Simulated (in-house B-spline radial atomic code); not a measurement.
A fraction x of an electron is removed from 2p in Si, starting from [Ne] 3s2 3p2 and keeping the highest spin. Method: scalar-relativistic (X2C) B97-1, spin-polarised, spherical fractional occupations, Fermi nucleus of rms radius 3.1224 fm. Calculated with a radial B-spline atomic code at the basis-set limit.

Caution: exact exchange at fractional occupations of open shells leaves self-interaction of up to several eV.

```
   x  E(x) - E(0) (eV)  2p down level (eV)
   0            0.0000             -99.829
0.12           12.1466            -102.624
0.19           19.3882            -104.282
0.34           35.3006            -107.898
0.41           42.9134            -109.614
 0.5           52.8789            -111.846
0.58                 ?                   ?
0.71                 ?                   ?
0.76           82.8126            -118.450
   1          111.9914            -124.736
```

What belongs in the row x = 0.58?

An energy change of 61.9068 eV; 2p down at -113.854 eV.

What belongs in the row x = 0.71?

An energy change of 76.9223 eV; 2p down at -117.163 eV.

Check Janak's theorem between x = 0.12 and 0.19.

The slope of the energy is 103.45 eV; the orbital levels give 103.45 eV (-ε of the emptying orbital, averaged over the two points).
